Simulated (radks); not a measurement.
Species: neutral zirconium. Configuration: [Kr] 4d2 5s1.5 5d0.5 (fractional occupations, a model configuration).

All-electron calculation, Dirac Kohn-Sham, Wu-Cohen GGA, spin-unpolarised, spherical densities, finite nucleus; open shells fill j = l - 1/2 first; Fermi nuclear charge, rms radius 4.2694 fm. Program: a radial shooting solver on a logarithmic mesh with Libxc functionals.

Energy parts (eV):
part                       energy
total                  -97912.785
kinetic                101182.096
electron-nucleus      -236235.270
Hartree                 40226.586
exchange-correlation    -3086.197

Orbitals (lengths in bohr, moments of r in powers of bohr; r(90%) holds 90 % of the orbital's charge):
orbital  occ.  eigenvalue (eV)     <r^2>  r(90%)    <1/r>  small-component weight
1s1/2       2        -17815.75  0.001853  0.0664    41.25                2.12e-02
2s1/2       2        -2469.840   0.03112   0.251    9.339                4.31e-03
2p1/2       2        -2261.720   0.02360   0.227    9.315                4.31e-03
2p3/2       4        -2175.850   0.02499   0.233    8.912                4.18e-03
3s1/2       2        -406.3144    0.2412   0.679    3.159                1.12e-03
3p1/2       2        -328.7938    0.2417   0.690    3.055                1.07e-03
3p3/2       4        -315.1199    0.2527   0.705    2.958                1.03e-03
3d3/2       4        -178.2223    0.2458   0.725    2.755                9.16e-04
3d5/2       6        -175.7249    0.2495   0.731    2.730                9.06e-04
4s1/2       2         -56.5761     1.669    1.77    1.121                2.36e-04
4p1/2       2         -35.7714     2.087    2.01   0.9972                1.93e-04
4p3/2       4         -33.9867     2.186    2.05   0.9703                1.86e-04
4d3/2       2          -5.7199     5.989    3.61   0.6140                8.08e-05
5s1/2     1.5          -6.1481     14.28    5.21   0.3606                3.12e-05
5d3/2     0.5          -0.4372     257.6    21.8  0.07754                1.34e-06

The highest occupied level is 5d3/2 at -0.437 eV. The density falls to 0.001 e/bohr^3 at r = 4.79 bohr. Summed over all electrons, <r^2> = 183.1 bohr^2, which gives a Langevin (diamagnetic) susceptibility term of -145 x 10^-6 cm^3/mol.

Empty levels of this run are not shown, since the potential may be unsettled where no density lies.
